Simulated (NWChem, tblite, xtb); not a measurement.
A ladder of methods for C2H5BO3 (SMILES C=COB(O)O)

The species is C2H5BO3 (11 atoms), meant as a singlet with charge 0. As SMILES, `C=COB(O)O`. Geometry: relaxed at PBE0-D4/def2-TZVP. This is one conformer, not always the lowest.

```xyz
11

C    -1.3166   -1.4633    1.1873
C    -0.6914   -0.8186    0.2165
O     0.1543    0.2159    0.4734
B     0.8064    0.8975   -0.5236
O     1.6389    1.9225   -0.1848
O     0.6259    0.5570   -1.8288
H    -1.9807   -2.2804    0.9439
H    -1.1800   -1.1925    2.2268
H    -0.8096   -1.0682   -0.8333
H     1.6795    2.0616    0.7641
H     1.1386    1.1114   -2.4207
```

Quantity: the dipole moment, in D. The values are calculated.

```
                             level            kind  program  value (D)   CPU time
                         IPEA1-xTB  semi-empirical   tblite       0.48  under 2 s
                          GFN2-xTB  semi-empirical   tblite       0.81  under 2 s
                          GFN0-xTB  semi-empirical      xtb       2.14  under 2 s
                          GFN1-xTB  semi-empirical   tblite       1.10  under 2 s
                         HF/STO-3G    Hartree–Fock   NWChem       0.72      2.3 s
                          HF/3-21G    Hartree–Fock   NWChem       0.69      2.6 s
                        HF/cc-pVDZ    Hartree–Fock   NWChem       0.79       27 s
B3LYP/6-31G* (spherical functions)   global hybrid   NWChem       0.90       14 s
B3LYP/6-31G* (Cartesian functions)   global hybrid   NWChem       0.89       15 s
```

The values span 0.48 to 2.14 D. Magnitudes only. Sets without polarisation functions give poor dipoles. CPU times are rough (shared hosts, several kinds of processor and program).
